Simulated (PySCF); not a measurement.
Job for PySCF: D3(BJ) and D4 dispersion corrections on H2O (SMILES O).

```python
from pyscf import gto
from pyscf.dispersion import dftd3, dftd4

mol = gto.M(
    atom='''
    O    -0.00000000    0.00000000    0.38961139
    H     0.00000000    0.76498632   -0.19485569
    H     0.00000000   -0.76498632   -0.19485569
    ''',
    basis='def2-svp',
    charge=0, spin=0, verbose=0, max_memory=1800)
d3, d4 = {}, {}
for xc in ['hf', 'pbe', 'blyp', 'revpbe', 'tpss', 'r2scan', 'b3lyp', 'pbe0', 'bhlyp', 'camb3lyp', 'b2plyp']:
    d3[xc] = float(dftd3.DFTD3Dispersion(mol, xc=xc, version='d3bj', atm=False).get_dispersion()['energy'])
    print(f'D3(BJ) {xc:10s} {d3[xc]:14.8f} Eh')
for xc in ['hf', 'pbe', 'blyp', 'revpbe', 'tpss', 'r2scan', 'b3lyp', 'pbe0', 'bhlyp', 'camb3lyp', 'b2plyp']:
    d4[xc] = float(dftd4.DFTD4Dispersion(mol, xc={'camb3lyp': 'cam-b3lyp'}.get(xc, xc), atm=True).get_dispersion()['energy'])
    print(f'D4     {xc:10s} {d4[xc]:14.8f} Eh')
```

Output:

```
D3(BJ) hf            -0.00450233 Eh
D3(BJ) pbe           -0.00035943 Eh
D3(BJ) blyp          -0.00071916 Eh
D3(BJ) revpbe        -0.00106188 Eh
D3(BJ) tpss          -0.00042042 Eh
D3(BJ) r2scan        -0.00008484 Eh
D3(BJ) b3lyp         -0.00057383 Eh
D3(BJ) pbe0          -0.00027686 Eh
D3(BJ) bhlyp         -0.00040942 Eh
D3(BJ) camb3lyp      -0.00021234 Eh
D3(BJ) b2plyp        -0.00023428 Eh
D4     hf            -0.00098317 Eh
D4     pbe           -0.00019578 Eh
D4     blyp          -0.00047287 Eh
D4     revpbe        -0.00094918 Eh
D4     tpss          -0.00026710 Eh
D4     r2scan        -0.00004686 Eh
D4     b3lyp         -0.00031026 Eh
D4     pbe0          -0.00015671 Eh
D4     bhlyp         -0.00018233 Eh
D4     camb3lyp      -0.00014972 Eh
D4     b2plyp        -0.00013382 Eh
```

The run finished.

Cost: roughly 0.020 core-seconds.
